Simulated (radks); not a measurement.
Zn+, 29 electrons, occupied as [Ar] 3d10 4s1. Method: scalar-relativistic Kohn-Sham, r2SCAN, spin-unpolarised, spherical densities, finite nucleus; meta-GGA in the generalised Kohn-Sham scheme; Fermi nuclear charge, rms radius 3.9283 fm; computed with a radial shooting solver on a logarithmic mesh with Libxc functionals. Some entries of the table are withheld. Estimate them.

| orbital | occ. | eigenvalue (hartree) | <1/r> (bohr^-1) |
|---|---|---|---|
| 1s | 2 | -351.4710 | 30.22 |
| 2s | 2 | (1) | (2) |
| 2p | 6 | (3) | 6.463 |
| 3s | 2 | -5.26239 | (4) |
| 3p | 6 | -3.51895 | 1.930 |
| 3d | 10 | (5) | 1.521 |
| 4s | 1 | -0.50982 | (6) |

Answer. 
(1) 2s eigenvalue (hartree): -43.31962
(2) 2s <1/r> (bohr^-1): 6.603
(3) 2p eigenvalue (hartree): -37.52801
(4) 3s <1/r> (bohr^-1): 2.088
(5) 3d eigenvalue (hartree): -0.73822
(6) 4s <1/r> (bohr^-1): 0.5378
